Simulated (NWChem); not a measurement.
All runs are NWChem calculations. System: Br, charge 0, spin multiplicity 2. Its SCF solution wasn't tested for a lower state. Level: UB3LYP/def2-TZVP, VWN1-RPA local correlation.

Part of the output:

```
             Northwest Computational Chemistry Package (NWChem) 7.3.0
             --------------------------------------------------------

                                NWChem Input Module
                                -------------------

 Scaling coordinates for geometry "geometry" by  1.889725989
 (inverse scale =  0.529177249)

                             Geometry "geometry" -> ""
                             -------------------------

 Output coordinates in angstroms (scale by  1.889725989 to convert to a.u.)

  No.       Tag          Charge          X              Y              Z
 ---- ---------------- ---------- -------------- -------------- --------------
    1 Br                  35.0000     0.00000000     0.00000000     0.00000000

 Effective nuclear repulsion energy (a.u.)       0.0000000000

            Nuclear Dipole moment (a.u.)
            ----------------------------
        X                 Y               Z
 ---------------- ---------------- ----------------
     0.0000000000     0.0000000000     0.0000000000

      Symmetry information
      --------------------

 Group name             D2h
 Group number             26
 Group order               8
 No. of unique centers     1

      Symmetry unique atoms

     1


 Summary of "ao basis" -> "" (spherical)
 ------------------------------------------------------------------------------
       Tag                 Description            Shells   Functions and Types
 ---------------- ------------------------------  ------  ---------------------
 *                         def2-tzvp                  on all atoms

                                 NWChem DFT Module
                                 -----------------

 Summary of "ao basis" -> "ao basis" (spherical)
 ------------------------------------------------------------------------------
       Tag                 Description            Shells   Functions and Types
 ---------------- ------------------------------  ------  ---------------------
 Br                        def2-tzvp                16       48   6s5p4d1f

 Summary of "ao basis" -> "ao basis" (spherical)
 ------------------------------------------------------------------------------
       Tag                 Description            Shells   Functions and Types
 ---------------- ------------------------------  ------  ---------------------
 Br                        def2-tzvp                16       48   6s5p4d1f

      Symmetry analysis of basis
[...]
    19      1.467760  1 Br px                16     -1.176874  1 Br px
    10      0.228065  1 Br px                13     -0.088327  1 Br px
     7     -0.069503  1 Br px

                     DFT Final Beta Molecular Orbital Analysis
                     -----------------------------------------

 Vector   15  Occ=1.000000D+00  E=-7.542592D-01  Symmetry=ag
              MO Center= -3.0D-35, -3.5D-35,  2.4D-34, r^2= 9.4D-01
   Bfn.  Coefficient  Atom+Function         Bfn.  Coefficient  Atom+Function
  ----- ------------  ---------------      ----- ------------  ---------------
     5      0.714857  1 Br s                  6      0.542489  1 Br s
     4     -0.417830  1 Br s                  3     -0.306863  1 Br s
     2      0.141442  1 Br s                  1     -0.044431  1 Br s

 Vector   16  Occ=1.000000D+00  E=-3.128041D-01  Symmetry=b3u
              MO Center= -3.1D-19,  2.1D-33,  7.6D-31, r^2= 1.5D+00
   Bfn.  Coefficient  Atom+Function         Bfn.  Coefficient  Atom+Function
  ----- ------------  ---------------      ----- ------------  ---------------
    16      0.513701  1 Br px                10     -0.366529  1 Br px
    13      0.342968  1 Br px                19      0.327834  1 Br px
     7      0.111558  1 Br px

 Vector   17  Occ=1.000000D+00  E=-3.128041D-01  Symmetry=b2u
              MO Center= -1.7D-32, -3.1D-19, -8.7D-33, r^2= 1.5D+00
   Bfn.  Coefficient  Atom+Function         Bfn.  Coefficient  Atom+Function
  ----- ------------  ---------------      ----- ------------  ---------------
    17      0.513701  1 Br py                11     -0.366529  1 Br py
    14      0.342968  1 Br py                20      0.327834  1 Br py
     8      0.111558  1 Br py

 Vector   18  Occ=0.000000D+00  E=-2.356705D-01  Symmetry=b1u
              MO Center=  2.8D-13, -2.8D-13,  1.3D-14, r^2= 1.6D+00
   Bfn.  Coefficient  Atom+Function         Bfn.  Coefficient  Atom+Function
  ----- ------------  ---------------      ----- ------------  ---------------
    18      0.484856  1 Br pz                21      0.369289  1 Br pz
    12     -0.357742  1 Br pz                15      0.333488  1 Br pz
     9      0.109001  1 Br pz

 Vector   19  Occ=0.000000D+00  E= 2.403279D-01  Symmetry=b2u
              MO Center= -2.8D-28, -8.6D-20, -7.2D-26, r^2= 4.4D+00
   Bfn.  Coefficient  Atom+Function         Bfn.  Coefficient  Atom+Function
  ----- ------------  ---------------      ----- ------------  ---------------
    20      1.466321  1 Br py                17     -1.186019  1 Br py
    11      0.230280  1 Br py                14     -0.087847  1 Br py
     8     -0.070208  1 Br py

 Vector   20  Occ=0.000000D+00  E= 2.403279D-01  Symmetry=b3u
              MO Center= -8.6D-20,  2.8D-28, -7.0D-26, r^2= 4.4D+00
   Bfn.  Coefficient  Atom+Function         Bfn.  Coefficient  Atom+Function
  ----- ------------  ---------------      ----- ------------  ---------------
    19      1.466321  1 Br px                16     -1.186019  1 Br px
    10      0.230280  1 Br px                13     -0.087847  1 Br px
     7     -0.070208  1 Br px

   alpha - beta orbital overlaps
   -----------------------------

   alpha      1      2      3      4      5      6      7      8      9     10
    beta      1      2      3      4      5      6      7      8      9     10
 overlap   1.000  1.000  1.000  1.000  1.000  1.000  1.000  1.000  1.000  1.000

   alpha     11     12     13     14     15     16     17     18     19     20
    beta     12     11     13     14     15     18     16     17     21     19
 overlap   1.000  1.000  1.000  1.000  0.999  0.998  1.000  1.000  0.998  1.000

   alpha     21     22     23     24     25     26     27     28     29     30
    beta     20     26     25     24     22     23     27     32     28     29
 overlap   1.000  0.998  1.000  1.000  1.000  1.000  0.999  0.999  1.000  1.000

   alpha     31     32     33     34     35     36     37     38     39     40
    beta     30     31     39     35     36     34     33     37     38     40
 overlap   1.000  1.000  0.996  0.999  0.999  1.000  1.000  1.000  1.000  0.996

   alpha     41     42     43     44     45     46     47     48
    beta     42     41     43     45     44     46     47     48
 overlap   1.000  1.000  1.000  1.000  1.000  1.000  1.000  1.000

     --------------------------
     Expectation value of S2:
     --------------------------
      <S2> =      0.7523 (Exact =     0.7500)

 Task  times  cpu:        1.8s     wall:        1.8s

 Total times  cpu:        1.8s     wall:        1.8s
```

Task: Write an NWChem input that would produce this output.

Result: One answer among several that fit: 
```
start mol
memory heap 200 mb stack 900 mb global 1100 mb
geometry units angstroms nocenter noautoz
  Br     0.000000     0.000000     0.000000
  symmetry group D2h
end
basis spherical
  * library def2-tzvp
end
dft
  xc b3lyp
  odft
  mult 2
  semidirect memsize 60000000 filesize 0
  iterations 100
end
task dft energy
```
